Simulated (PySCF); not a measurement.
C2H8Si2, SMILES `CC[SiH]=[SiH2]` (C–C–Si–Si torsion 20°), neutral singlet in the gas phase. 

Z-matrix (Å, degrees):
```
C
H 1 1.0941
H 1 1.0950 2 105.79
C 1 1.5317 2 110.66 3 -119.56
H 4 1.0913 1 111.12 2 -59.96
H 4 1.0914 5 107.45 1 122.08
H 4 1.0915 5 107.80 6 115.95
Si 1 1.8838 2 108.12 3 114.89
H 8 1.4828 1 113.04 2 -47.66
Si 8 2.1622 9 118.03 1 -152.75
H 10 1.4794 8 117.79 9 -34.34
H 10 1.4799 11 112.40 8 143.60
```
Charge 0, multiplicity 1.

All levels are single points at this geometry (B3LYP-D3(BJ)/def2-TZVP); Pople sets use spherical d functions. Orbital energies aren't observables, and empty levels follow the basis.

B3LYP-D3(BJ)/def2-TZVP in PySCF gives HOMO (eV) = -5.58.

**Question.** Estimate the HOMO (eV) from each of these levels: B3LYP/3-21G in PySCF; B3LYP/6-311+G** in PySCF; B3LYP/6-31G* in PySCF; B3LYP/LANL2DZ in PySCF; HF/3-21G in PySCF.

**Answer.** 
```csv
level,HOMO (eV)
B3LYP/3-21G in PySCF,-5.61
B3LYP/6-311+G** in PySCF,-5.62
B3LYP/6-31G* in PySCF,-5.49
B3LYP/LANL2DZ in PySCF,-5.69
HF/3-21G in PySCF,-7.39
```
